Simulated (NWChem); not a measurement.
# HBF2

```xyz
4

B      0.0000     0.0000    -0.4612
H      0.0000     0.0000    -1.6724
F     -1.1351     0.0000     0.2210
F      1.1351     0.0000     0.2210
```
Charge 0, spin multiplicity 1.

Program: NWChem. All single points use one geometry, from PBE/def2-SVP, a minimum by its harmonic frequencies.

Symmetry labels belong to the abelian group C2v used in the runs, with the axes of the coordinates shown.

The structure started from a generated list of species.

**Question.** List the lowest 6 singlet excitations that CIS/aug-cc-pVDZ gives, with oscillator strengths.

**Answer.** 
```json
[
 {"state": "1", "symmetry": "b2", "energy (eV)": "9.91", "wavelength (nm)": "125", "f": "0.102"},
 {"state": "2", "symmetry": "a1", "energy (eV)": "11.95", "wavelength (nm)": "104", "f": "0.082"},
 {"state": "3", "symmetry": "b1", "energy (eV)": "12.47", "wavelength (nm)": "99", "f": "0.063"},
 {"state": "4", "symmetry": "a1", "energy (eV)": "12.47", "wavelength (nm)": "99", "f": "0.206"},
 {"state": "5", "symmetry": "a2", "energy (eV)": "12.50", "wavelength (nm)": "99", "f": "0.000"},
 {"state": "6", "symmetry": "b2", "energy (eV)": "13.09", "wavelength (nm)": "95", "f": "0.006"}
]
```
